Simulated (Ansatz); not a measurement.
`BCB(B)F` + `[CH2]1[NH][AlH]1` → `B[N]1[CH2][AlH]1` + `BCBF`  (cleavage of the B–B bond)

Isolated molecules relaxed with PBE0-D4/def2-TZVP in Ansatz; ΔE leaves out vibrations. CCSD(T)/CBS adds triple-zeta CCSD(T) − MP2 to the extrapolated MP2 energy (def2 sets, frozen cores). DFT in def2-TZVPP. Each species was taken in one conformer, which may not be the lowest.

CCSD(T)/CBS gives -165.2 kJ/mol.

Problem. Another level gave -170.8 kJ/mol. Which?
A. CCSD/def2-TZVPP
B. MP2/def2-TZVPP
C. BHLYP-D4/def2-TZVPP
D. PBE-D4/def2-TZVPP

Solution. C. BHLYP-D4 -170.8, PBE-D4 -162.2, CCSD/def2-TZVPP -166.4, MP2/def2-TZVPP -175.7 kJ/mol.

Largest T1 diagnostic among the species: 0.015.

Leaving LDA and LC-ωPBE aside and taking each functional with its dispersion term where it has one, the values, not all of them listed here, spread over 10.8 kJ/mol, from B2PLYP to revPBE-D4. LDA lies −7.8 kJ/mol from PBE without D4. From BLYP to BHLYP (50 % exact exchange), in def2-TZVPP and without D4, ΔE moves by −3.2 kJ/mol. At CCSD(T), def2-SVP lies −13.3 kJ/mol from the extrapolated value and def2-TZVPP −2.7 kJ/mol.
